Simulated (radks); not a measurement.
All-electron atom: Tc III in [Kr] 4d5 (the NIST ground configuration).

Method: scalar-relativistic Kohn-Sham, PBE, spin-polarised, spherical densities, finite nucleus; open shells are filled with parallel spins first (spin-orbit coupling, left out, can overturn this in heavy ions); Fermi nuclear charge, rms radius 4.4112 fm; computed with a radial shooting solver on a logarithmic mesh with Libxc functionals.

Energy parts (eV):
part                       energy
total                 -116596.782
kinetic                120392.590
electron-nucleus      -280346.154
Hartree                 46840.744
exchange-correlation    -3483.962

Orbitals (lengths in bohr, moments of r in powers of bohr):
1s up: occ. 1; eigenvalue (eV) -20883.85; <r^4> 6.520e-06; <r^2> 0.001586
1s down: occ. 1; eigenvalue (eV) -20883.87; <r^4> 6.520e-06; <r^2> 0.001586
2s up: occ. 1; eigenvalue (eV) -2993.295; <r^4> 0.001197; <r^2> 0.02638
2s down: occ. 1; eigenvalue (eV) -2992.648; <r^4> 0.001197; <r^2> 0.02638
2p up: occ. 3; eigenvalue (eV) -2680.599; <r^4> 0.0008579; <r^2> 0.02077
2p down: occ. 3; eigenvalue (eV) -2680.118; <r^4> 0.0008576; <r^2> 0.02076
3s up: occ. 1; eigenvalue (eV) -534.5063; <r^4> 0.06036; <r^2> 0.1976
3s down: occ. 1; eigenvalue (eV) -534.1786; <r^4> 0.06026; <r^2> 0.1975
3p up: occ. 3; eigenvalue (eV) -431.8881; <r^4> 0.06619; <r^2> 0.2017
3p down: occ. 3; eigenvalue (eV) -431.5151; <r^4> 0.06601; <r^2> 0.2016
3d up: occ. 5; eigenvalue (eV) -265.8824; <r^4> 0.07041; <r^2> 0.1912
3d down: occ. 5; eigenvalue (eV) -265.2913; <r^4> 0.06995; <r^2> 0.1909
4s up: occ. 1; eigenvalue (eV) -90.7171; <r^4> 2.451; <r^2> 1.275
4s down: occ. 1; eigenvalue (eV) -87.3856; <r^4> 2.394; <r^2> 1.258
4p up: occ. 3; eigenvalue (eV) -62.8232; <r^4> 3.916; <r^2> 1.578
4p down: occ. 3; eigenvalue (eV) -59.1978; <r^4> 3.863; <r^2> 1.560
4d up: occ. 5; eigenvalue (eV) -23.8185; <r^4> 17.27; <r^2> 3.060
4d down: occ. 0; eigenvalue (eV) -20.0296; <r^4> 19.61; <r^2> 3.204

The highest occupied level is 4d up at -23.819 eV. Spin moment in Bohr magnetons: 5. The electron density at the nucleus is 1.023e+05 e/bohr^3 (large components only). The spin density at the nucleus is -4.324 e/bohr^3 (1s -0.033, 2s -1.207, 3s 0.638, 4s -3.722). The density falls to 0.001 e/bohr^3 at r = 3.51 bohr. For comparison, the ionisation energy in NIST's Atomic Spectra Database is 29.550 eV (semi-empirical). In exact Kohn-Sham theory the highest level is minus the ionisation energy, but local and semilocal functionals leave it too shallow, through self-interaction and a potential that decays too fast; potentials with the right tail come closer.
